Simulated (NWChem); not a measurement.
System: C4H5O3, doublet; SMILES CC1OC(=O)O[CH]1

Input file for NWChem:

```
start job
memory heap 200 mb stack 900 mb global 1100 mb
geometry units angstroms noautosym nocenter noautoz
  C     -0.558304     2.129864     0.514114
  C     -0.086333     1.075334    -0.470521
  C      1.278068     0.515964    -0.215133
  O      1.136595    -0.785484     0.154466
  C     -0.170483    -1.159362     0.011618
  O     -0.578149    -2.253066     0.207263
  O     -0.894016    -0.100338    -0.376865
  H      0.063749     3.032758     0.422037
  H     -1.602147     2.405862     0.306775
  H     -0.487404     1.758257     1.546931
  H     -0.189924     1.461938    -1.501541
  H      2.150368     1.040508     0.173670
end
basis spherical
  * library def2-svp
end
dft
  odft
  mult 2
  xc pbe0
  iterations 150
end
cosmo
  do_cosmo_smd true
  solvent etoac
end
task dft energy
```

NWChem printed, in part:

```
             Northwest Computational Chemistry Package (NWChem) 7.3.0
             --------------------------------------------------------

                             Geometry "geometry" -> ""
                             -------------------------

 Output coordinates in angstroms (scale by  1.889725989 to convert to a.u.)

  No.       Tag          Charge          X              Y              Z
 ---- ---------------- ---------- -------------- -------------- --------------
    1 C                    6.0000    -0.55830400     2.12986400     0.51411400
    2 C                    6.0000    -0.08633300     1.07533400    -0.47052100
    3 C                    6.0000     1.27806800     0.51596400    -0.21513300
    4 O                    8.0000     1.13659500    -0.78548400     0.15446600
    5 C                    6.0000    -0.17048300    -1.15936200     0.01161800
    6 O                    8.0000    -0.57814900    -2.25306600     0.20726300
    7 O                    8.0000    -0.89401600    -0.10033800    -0.37686500
    8 H                    1.0000     0.06374900     3.03275800     0.42203700
    9 H                    1.0000    -1.60214700     2.40586200     0.30677500
   10 H                    1.0000    -0.48740400     1.75825700     1.54693100
   11 H                    1.0000    -0.18992400     1.46193800    -1.50154100
   12 H                    1.0000     2.15036800     1.04050800     0.17367000

 Effective nuclear repulsion energy (a.u.)     310.3482912331

                                 NWChem DFT Module
                                 -----------------

 Summary of "ao basis" -> "ao basis" (spherical)
 ------------------------------------------------------------------------------
       Tag                 Description            Shells   Functions and Types
 ---------------- ------------------------------  ------  ---------------------
 C                          def2-svp                 6       14   3s2p1d
 O                          def2-svp                 6       14   3s2p1d
 H                          def2-svp                 3        5   2s1p

 in cosmo_initialize ...
 calling solv_data for solv:etoac

 solvent parameters
 solvname_short: etoac
 solvname_long:  ethyl acetate
 dielec:        5.9867
 dielecinf:     1.8832
 nonaqueous SMD model solvent descriptors
 dielec:        5.9867
 sola:          0.0000
 solb:          0.4500
 solc:          0.0000
 solg:         33.6700
 solh:          0.0000
 soln:          1.3723

          ---------------
          -cosmo- solvent
          ---------------
 Cosmo: York-Karplus, doi: 10.1021/jp992097l
 dielectric constant -eps-     =   5.99
 screen = (eps-1)/(eps    )    =   0.83296
 surface charge correction     = lagrangian

   van der Waals surface
 --------------------------

 ---------- ATOMIC COORDINATES (A.U.) ------------ VDWR(ANG.) --
     1   -1.05504158    4.02485935    0.97153459     1.850
     2   -0.16314571    2.03208661   -0.88915576     1.850
     3    2.41519831    0.97503058   -0.40654242     1.850
     4    2.14785311   -1.48434953    0.29189841     2.294
     5   -0.32216616   -2.19087650    0.02195484     1.850
     6   -1.09254319   -4.25767737    0.39167028     2.294
     7   -1.68944527   -0.18961133   -0.71217158     2.294
     8    0.12046814    5.73108161    0.79753429     1.200
     9   -3.02761882    4.54641995    0.57972069     1.200
    10   -0.92106001    3.32262395    2.92327571     1.200
    11   -0.35890432    2.76266223   -2.83750105     1.200
    12    4.06360629    1.96627501    0.32818871     1.200
 number of segments per atom =        128
 number of   points per atom =        128
 atom (   nspa,  nppa )
 ----------------------
    1 (     45,     0 )       0
    2 (     13,     0 )       0
    3 (     36,     0 )       0
    4 (     65,     0 )       0
    5 (      3,     0 )       0
    6 (     85,     0 )       0
    7 (     55,     0 )       0
    8 (     55,     0 )       0
    9 (     52,     0 )       0
   10 (     51,     0 )       0
   11 (     48,     0 )       0
   12 (     52,     0 )       0
 number of -cosmo- surface points =      560
 molecular surface =    153.279 angstrom**2
 molecular volume  =    143.488 angstrom**3
 -lineq- algorithm             =   0
 -bem- low  level              =   3
 -bem- from -octahedral-
 gaussian surface charge width =   4.50000
 degree of switching           =   1.00000
 switching function tolerance  =   0.00010
 atomic radii =
 --------------
    1  6.000  1.850
    2  6.000  1.850
    3  6.000  1.850
    4  8.000  2.294
    5  6.000  1.850
    6  8.000  2.294
    7  8.000  2.294
    8  1.000  1.200
    9  1.000  1.200
   10  1.000  1.200
   11  1.000  1.200
   12  1.000  1.200
 ...... end of -cosmo- initialization ......

 nat:                    12
 ixmem:                  7844
 calling mnsol_interface()
 G(SMD-CDS) energy (kcal/mol)  =    -1.543
 SMD-CDS SASA (angstrom**2)    =   151.128

            General Information
            -------------------
          SCF calculation type: DFT
          Wavefunction type:  spin polarized.
          No. of atoms     :    12
          No. of electrons :    53
           Alpha electrons :    27
            Beta electrons :    26
          Charge           :     0
          Spin multiplicity:     2
          Use of symmetry is: off; symmetry adaption is: off
          Maximum number of iterations: 150
          AO basis - number of functions:   123
                     number of shells:    57
          Convergence on energy requested:  1.00D-06
          Convergence on density requested:  1.00D-05
          Convergence on gradient requested:  5.00D-04

              XC Information
              --------------
                         PBE0 Method XC Functional
                     Hartree-Fock (Exact) Exchange  0.250
          PerdewBurkeErnzerhof Exchange Functional  0.750
            Perdew 1991 LDA Correlation Functional  1.000 local
           PerdewBurkeErnz. Correlation Functional  1.000 non-local

[...]

                                COSMO-SMD solvation results
                                ---------------------------

             internal energy in gas <Psi(g)|H|Psi(g)> =      -380.365118177611
         internal energy in solvent <Psi(s)|H|Psi(s)> =      -380.363887693596
                               delta internal energy  =         0.001230484015 (    0.77 kcal/mol)
   total free energy in solvent <Psi(s)|H+V/2|Psi(s)> =      -380.373764322290
 polarization energy contribution <Psi(s)|V/2|Psi(s)> =        -0.009876628694 (   -6.20 kcal/mol)
    total free energy in solvent including G(SMD-CDS) =      -380.376222485839
                       G(SMD-CDS) energy contribution =        -0.002458163550 (   -1.54 kcal/mol)
     1 M fixed-concentration free energy of solvation =        -0.011104308228 (   -6.97 kcal/mol)

                    DFT Final Alpha Molecular Orbital Analysis
                    ------------------------------------------

 Vector   25  Occ=1.000000D+00  E=-3.310611D-01
              MO Center= -5.7D-01, -5.4D-01, -1.1D-01, r^2= 3.3D+00
   Bfn.  Coefficient  Atom+Function         Bfn.  Coefficient  Atom+Function
  ----- ------------  ---------------      ----- ------------  ---------------
    76      0.386001   6 O  pz               90     -0.384534   7 O  pz
    93     -0.292518   7 O  pz               79      0.281418   6 O  pz
    20      0.181298   2 C  pz              114     -0.160829  11 H  s
    89     -0.149689   7 O  py                6     -0.134725   1 C  pz
     5     -0.132412   1 C  py               92     -0.122460   7 O  py

 Vector   26  Occ=1.000000D+00  E=-3.284651D-01
              MO Center= -4.3D-01, -1.7D+00,  1.1D-01, r^2= 2.0D+00
   Bfn.  Coefficient  Atom+Function         Bfn.  Coefficient  Atom+Function
  ----- ------------  ---------------      ----- ------------  ---------------
    74      0.539151   6 O  px               77      0.363453   6 O  px
    75     -0.201652   6 O  py               90      0.166178   7 O  pz
    63      0.141605   5 C  px               46      0.137861   4 O  px
    78     -0.137218   6 O  py               45     -0.131355   4 O  s
    89     -0.129724   7 O  py               93      0.128668   7 O  pz

 Vector   27  Occ=1.000000D+00  E=-2.118027D-01
              MO Center=  1.0D+00,  3.4D-01, -2.7D-01, r^2= 2.2D+00
   Bfn.  Coefficient  Atom+Function         Bfn.  Coefficient  Atom+Function
  ----- ------------  ---------------      ----- ------------  ---------------
    34      0.526672   3 C  pz               37      0.433605   3 C  pz
    48     -0.297992   4 O  pz               51     -0.271597   4 O  pz
    32     -0.165945   3 C  px               35     -0.161613   3 C  px
     3     -0.149455   1 C  s               114      0.146850  11 H  s
    31     -0.138547   3 C  s                76      0.114547   6 O  pz

 Vector   28  Occ=0.000000D+00  E= 3.741580D-02
              MO Center= -2.0D-01, -1.2D+00,  1.8D-02, r^2= 1.8D+00
   Bfn.  Coefficient  Atom+Function         Bfn.  Coefficient  Atom+Function
  ----- ------------  ---------------      ----- ------------  ---------------
    62      0.594774   5 C  pz               65      0.544266   5 C  pz
    79     -0.401144   6 O  pz               76     -0.358215   6 O  pz
    17      0.284646   2 C  s                51     -0.244691   4 O  pz
    48     -0.240798   4 O  pz               93     -0.241734   7 O  pz
    90     -0.238598   7 O  pz              100     -0.143039   8 H  s

 Vector   29  Occ=0.000000D+00  E= 8.140895D-02
              MO Center= -1.9D-01,  1.7D+00, -2.1D-01, r^2= 5.9D+00
   Bfn.  Coefficient  Atom+Function         Bfn.  Coefficient  Atom+Function
  ----- ------------  ---------------      ----- ------------  ---------------
     3      1.479347   1 C  s                17      1.110559   2 C  s
   115     -1.083776  11 H  s               100     -0.905043   8 H  s
   105     -0.741485   9 H  s               110     -0.654401  10 H  s
    59     -0.623339   5 C  s                23     -0.438126   2 C  pz
    45      0.435207   4 O  s               120     -0.425770  12 H  s

 Vector   30  Occ=0.000000D+00  E= 9.874081D-02
              MO Center= -1.8D-02,  1.1D+00, -2.7D-02, r^2= 5.1D+00
   Bfn.  Coefficient  Atom+Function         Bfn.  Coefficient  Atom+Function
  ----- ------------  ---------------      ----- ------------  ---------------
     3      1.745673   1 C  s               105     -0.825749   9 H  s
    22     -0.734001   2 C  py              100     -0.662647   8 H  s
    87     -0.628805   7 O  s                31      0.568781   3 C  s
    45     -0.570645   4 O  s               110     -0.567310  10 H  s
    59      0.477367   5 C  s                73     -0.410655   6 O  s

                     DFT Final Beta Molecular Orbital Analysis
                     -----------------------------------------

 Vector   24  Occ=1.000000D+00  E=-3.701354D-01
              MO Center= -4.0D-02,  9.2D-01,  1.1D-01, r^2= 3.8D+00
   Bfn.  Coefficient  Atom+Function         Bfn.  Coefficient  Atom+Function
  ----- ------------  ---------------      ----- ------------  ---------------
    32     -0.251016   3 C  px               18      0.237390   2 C  px
   104      0.235857   9 H  s                 4     -0.199879   1 C  px
    48      0.194538   4 O  pz              109     -0.184842  10 H  s
   114     -0.166165  11 H  s                51      0.141874   4 O  pz
    76     -0.141883   6 O  pz                6     -0.139776   1 C  pz

 Vector   25  Occ=1.000000D+00  E=-3.279592D-01
              MO Center= -4.5D-01, -1.5D+00,  1.2D-01, r^2= 2.5D+00
   Bfn.  Coefficient  Atom+Function         Bfn.  Coefficient  Atom+Function
  ----- ------------  ---------------      ----- ------------  ---------------
    74      0.471864   6 O  px               77      0.315349   6 O  px
    76      0.264971   6 O  pz               89     -0.194954   7 O  py
    79      0.187207   6 O  pz               92     -0.157653   7 O  py
    46      0.149021   4 O  px               63      0.133460   5 C  px
    90     -0.133877   7 O  pz               75     -0.129027   6 O  py

 Vector   26  Occ=1.000000D+00  E=-3.260507D-01
              MO Center= -5.4D-01, -6.8D-01, -1.3D-01, r^2= 3.3D+00
   Bfn.  Coefficient  Atom+Function         Bfn.  Coefficient  Atom+Function
  ----- ------------  ---------------      ----- ------------  ---------------
    90      0.391714   7 O  pz               93      0.301284   7 O  pz
    74      0.281274   6 O  px               76     -0.273921   6 O  pz
    79     -0.206909   6 O  pz               20     -0.195213   2 C  pz
    77      0.193514   6 O  px              114      0.186935  11 H  s
    75     -0.154786   6 O  py                6      0.126961   1 C  pz

 Vector   27  Occ=0.000000D+00  E=-4.463656D-02
              MO Center=  1.0D+00,  3.6D-01, -3.0D-01, r^2= 2.5D+00
   Bfn.  Coefficient  Atom+Function         Bfn.  Coefficient  Atom+Function
  ----- ------------  ---------------      ----- ------------  ---------------
    37      0.497214   3 C  pz               34      0.467191   3 C  pz
     3     -0.347614   1 C  s                35     -0.265613   3 C  px
    48     -0.193288   4 O  pz               51     -0.192640   4 O  pz
    62     -0.178817   5 C  pz              105      0.177692   9 H  s
   115      0.178267  11 H  s                32     -0.150170   3 C  px

 Vector   28  Occ=0.000000D+00  E= 4.560689D-02
              MO Center= -1.1D-01, -1.1D+00,  1.6D-02, r^2= 2.2D+00
   Bfn.  Coefficient  Atom+Function         Bfn.  Coefficient  Atom+Function
  ----- ------------  ---------------      ----- ------------  ---------------
    62      0.568682   5 C  pz               65      0.532839   5 C  pz
    79     -0.386994   6 O  pz               76     -0.341424   6 O  pz
     3     -0.298289   1 C  s                51     -0.280381   4 O  pz
    48     -0.269932   4 O  pz               93     -0.236001   7 O  pz
    17      0.234187   2 C  s                90     -0.230914   7 O  pz

 Vector   29  Occ=0.000000D+00  E= 8.511285D-02
              MO Center= -1.6D-01,  1.8D+00, -1.6D-01, r^2= 6.0D+00
   Bfn.  Coefficient  Atom+Function         Bfn.  Coefficient  Atom+Function
  ----- ------------  ---------------      ----- ------------  ---------------
     3      1.589423   1 C  s               115     -1.032960  11 H  s
    17      1.020235   2 C  s               100     -1.022217   8 H  s
   105     -0.757621   9 H  s               110     -0.675997  10 H  s
    59     -0.626978   5 C  s               120     -0.467556  12 H  s
    23     -0.427370   2 C  pz                8      0.386521   1 C  py

   alpha - beta orbital overlaps
   -----------------------------

   alpha      1      2      3      4      5      6      7      8      9     10
    beta      1      2      3      4      5      6      7      8      9     10
 overlap   1.000  1.000  1.000  1.000  1.000  1.000  1.000  0.999  0.998  0.999

   alpha     11     12     13     14     15     16     17     18     19     20
    beta     11     12     13     14     15     16     17     18     19     20
 overlap   0.995  0.989  0.997  0.996  0.975  0.977  0.989  0.997  0.995  0.961

   alpha     21     22     23     24     25     26     27     28     29     30
    beta     23     21     22     24     26     25     27     28     29     30
 overlap   0.889  0.999  0.946  0.988  0.740  0.741  0.965  0.987  0.992  0.985

[...]
```

Level: PBE0/def2-SVP, spin-unrestricted, SMD on the gas-phase geometry. Coordinates come from a PBE0/def2-SVP, spin-unrestricted optimisation. Not confirmed as a minimum by frequencies. No stability test was run on the SCF state. Solvent: ethyl acetate.
